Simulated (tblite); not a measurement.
Compound: C4HF4O (doublet state).
Atom-mapped SMILES: `[F:1][C:2]1=[C:3]([F:4])[C:5]([F:6])([F:7])[O:8][CH:9]1` (hydrogens: H10 on C9)

Cartesian coordinates in Å at the GFN2-xTB level; atoms count from 1:
```
atom  x, y, z in Å
F1     2.3968   -0.6859   -0.1837
C2     1.1065   -0.4182   -0.0674
C3     0.4965    0.8155   -0.2096
F4     1.0213    1.9987   -0.4880
C5    -0.9727    0.5895    0.0162
F6    -1.7495    0.9236   -1.0423
F7    -1.4866    1.2987    1.0495
O8    -1.1033   -0.7628    0.2748
C9     0.1264   -1.3501    0.2234
H10    0.1736   -2.4043    0.4045
```

Method: GFN2-xTB as coded in tblite; computed harmonic values from a numerical Hessian at the method's own geometry, unscaled. The method is semi-empirical: single wavenumbers can be off by several per cent or more. Open shells enter through the occupations alone, without spin polarisation, and single modes of such species can be off by tens of per cent.

Problem. How many normal modes are there?

Solution. 10 atoms, non-linear: 3N − 6 = 24.

Problem. What is the point group of the computed structure, and how do the modes divide by symmetry?

Solution. Cs. The vibrations span 16 a′ + 8 a″.

Problem. How many distinct wavenumbers does the calculation give?

Solution. 24: Cs has no degenerate species.

Problem. How many fundamentals are allowed in the infrared by symmetry?

Solution. 24 of 24: in Cs every mode is allowed. All fundamentals are allowed in the Raman spectrum.

Problem. How large is the harmonic zero-point energy?

Solution. Half the sum of the wavenumbers, 9967 cm⁻¹, or 119.2 kJ/mol from 24 modes, 28.6 kJ/mol of it from above 1550 cm⁻¹.

Problem. How far is the lowest real mode excited at 77 K, as a harmonic oscillator?

Solution. θ = hcν̃/k = 127 K for 88.2 cm⁻¹, so N1/N0 = 0.19 and ⟨v⟩ = 1/(exp(θ/T) − 1) = 0.24.
